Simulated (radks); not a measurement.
These are the eigenvalues of the occupied orbitals of an atom or ion with whole-number occupations (Ry). Calculated with a radial shooting solver on a logarithmic mesh with Libxc functionals: scalar-relativistic Kohn-Sham, PBE, spin-polarised, spherical densities, finite nucleus; Fermi nuclear charge, rms radius of each element as measured or else 0.836 A^(1/3) + 0.57 fm.

1s up: -6320.623
1s down: -6320.608
2s up: -1150.195
2s down: -1150.187
2p up: -993.9145
2p down: -993.9019
3s up: -296.8570
3s down: -296.8477
3p up: -251.8350
3p down: -251.8243
3d up: -205.1602
3d down: -205.1496
4s up: -88.62122
4s down: -88.60169
4p up: -73.79267
4p down: -73.77069
4d up: -56.38537
4d down: -56.35814
4f up: -37.05381
4f down: -37.01833
5s up: -36.23336
5s down: -36.08157
5p up: -31.39314

Which element is it, and in what charge state? The configuration may be excited. Open shells, if any, are filled with parallel spins first.

Answer. Z = 81, thallium, charge +18: Tl18+ in [Kr] 4d10 4f14 5s2 5p1. The list shows which subshells hold electrons but not how many an open one holds; the 1s level, -3160.3 hartree, gives Z - s = 79.5 by -(Z - s)^2/2, which with screening and relativity narrows Z to a few neighbours, and the depths of the outer levels then fix element, charge and occupations together.
